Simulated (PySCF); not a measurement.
**The second ionisation energy along group 8**

Calculated with PySCF 2.14 from differences of total energies of unrestricted determinants, without spin-orbit coupling. Values in eV. The last column holds reference values (NIST; (s) semi-empirical, (t) theoretical, else measured). Unmarked ones compare directly (S terms, centres of terms, or small fine structure); those marked * lie between the lowest fine-structure levels and include a spin-orbit shift.

| element | configurations | UHF | B3LYP | MP2 (valence) | SCS-MP2 (valence) | reference |
| --- | --- | --- | --- | --- | --- | --- |
| Fe (cc-pVDZ, non-relativistic) | [Ar] 3d6 4s1 → [Ar] 3d6 | 15.147 | 16.449 | 15.643 | 15.430 | 16.199 * |
| Ru (cc-pVDZ-PP with ECP28MDF, ECP) | [Kr] 4d7 → [Kr] 4d6 | 14.909 | 16.983 | 15.973 | 16.065 | 16.76 ± 0.06 (s) * |
| Os (cc-pVDZ-PP with ECP60MDF, ECP) | [Xe] 4f14 5d6 6s1 → [Xe] 4f14 5d6 | 15.977 | 17.276 | 16.670 | 16.369 | 17 ± 1 (s) * |

"Valence" correlates the outer s and p shells and, in groups 3 to 12 and the f block, the outer d or f shell, open or full, or the next shell where the ion has no valence electron left; the wider scheme adds the next inner shell.
